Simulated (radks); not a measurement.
The numbers below are computed, except where a source is named.
Trend from Mg to Ar: ionisation energy by Delta-SCF between NIST ground configurations, and size. Level of theory: Dirac Kohn-Sham, PBE, spin-unpolarised, spherical densities, finite nucleus; open shells are shared between the two j in proportion to 2j + 1; Fermi nuclear charge, rms radius of each element as measured or else 0.836 A^(1/3) + 0.57 fm (a radial shooting solver on a logarithmic mesh with Libxc functionals).

species  configuration  IE (eV)  NIST (eV)  kind  outermost  <r> outermost (bohr)  r at 0.001 e/bohr^3 (bohr)
Mg            [Ne] 3s2    7.960      7.646  exp.      3s1/2                  3.15                        4.52
Al        [Ne] 3s2 3p1    5.761      5.986  exp.      3p3/2                  3.45                        4.55
Si        [Ne] 3s2 3p2    7.740      8.152  exp.      3p3/2                  2.80                        4.44
P         [Ne] 3s2 3p3    9.730     10.487  exp.      3p3/2                  2.38                        4.27
S         [Ne] 3s2 3p4   11.769     10.360  exp.      3p3/2                  2.07                        4.08
Cl        [Ne] 3s2 3p5   13.875     12.968  exp.      3p3/2                  1.85                        3.91
Ar                [Ar]   16.058     15.760  exp.      3p3/2                  1.67                        3.75

Reference values: NIST Atomic Spectra Database (exp. = measured, semi-emp. = semi-empirical, theory = theoretical value adopted there). Spin polarisation and multiplet splitting are left out, so open shells lie too high by an amount that depends on their filling.

Beside tabulated values, note that spin-unpolarised runs miss the spin-polarisation part of the exchange energy of open shells.
